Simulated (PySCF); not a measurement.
## Telling isomers of C₅H₅N₃O apart by NMR

- σ from GIAO-PBE0/pcSseg-1
- structure optimised with GFN2-xTB
- program: PySCF 2.14.0 with density-fitted response routines
- isolated molecule, non-relativistic, single conformer, averaged over atoms made equivalent by symmetry, fast rotation or ring inversion

Chemical shifts δ = σref − σ; 1H and 13C against TMS, all at this level. Where no couplings were computed, multiplicities follow the n + 1 count of equivalent neighbours, and m marks all less simple cases (inequivalent or close neighbours, rings, F or P nearby). Shifts are as computed. Against solution values, carbons near 30 ppm lie about +3 ppm off and those near 130 ppm about +5 ppm. Of 1211 compounds with measured shifts, 218 miss one by over three times the rms of a fit or turn the order of signals round; such compounds aren't used in these exercises.

(1) Tabulate the signals of `Cc1cnnnc1C=O`, `Cc1nncc(C=O)n1`, `Cc1nnncc1C=O` and their relative energies.

(2) What is the quickest way to tell Cc1cnnnc1C=O from Cc1nnncc1C=O?

(3) What is the quickest way to tell Cc1nncc(C=O)n1 from Cc1nnncc1C=O?

(4) What is the quickest way to tell Cc1cnnnc1C=O from Cc1nncc(C=O)n1?

## Answers

(1) 
```json
{"SMILES": "Cc1cnnnc1C=O", "carbon types": "2×C 2×CH 1×CH3", "δC": "206.3, 158.0, 150.3, 136.6, 19.6", "δH": "10.88 (s, 1H), 9.48 (s, 1H), 2.83 (s, 3H)", "E rel. (kcal/mol)": "15.2"}
{"SMILES": "Cc1nncc(C=O)n1", "carbon types": "2×C 2×CH 1×CH3", "δC": "205.3, 171.7, 144.3, 142.8, 25.9", "δH": "10.56 (s, 1H), 9.73 (s, 1H), 3.26 (s, 3H)", "E rel. (kcal/mol)": "0.0"}
{"SMILES": "Cc1nnncc1C=O", "carbon types": "2×C 2×CH 1×CH3", "δC": "201.6, 159.1, 151.5, 120.5, 26.4", "δH": "10.62 (s, 1H), 8.99 (s, 1H), 3.34 (s, 3H)", "E rel. (kcal/mol)": "15.6"}
```

Energies are electronic energies at PBE0/pcSseg-1 on these geometries, without zero-point or thermal terms, each for the one conformer computed, which needn't be the lowest.

(2) Both give the same number of carbon signals, with the same numbers of each carbon type, so the positions decide. The first has a substituted aromatic carbon (C) at 136.6 ppm, the second a substituted aromatic carbon (C) at 120.5 ppm. Their most deshielded carbons lie at 206.3 and 201.6 ppm.

(3) Both give the same number of carbon signals, with the same numbers of each carbon type, so the positions decide. The first has a substituted aromatic carbon next to a ring nitrogen (C) at 142.8 ppm, the second a substituted aromatic carbon (C) at 120.5 ppm. Their most deshielded carbons lie at 205.3 and 201.6 ppm.

(4) Both give the same number of carbon signals, with the same numbers of each carbon type, so the positions decide. The first has an aromatic CH next to a ring nitrogen at 158.0 ppm, the second a substituted aromatic carbon next to a ring nitrogen (C) at 171.7 ppm. Their most deshielded carbons lie at 206.3 and 205.3 ppm.
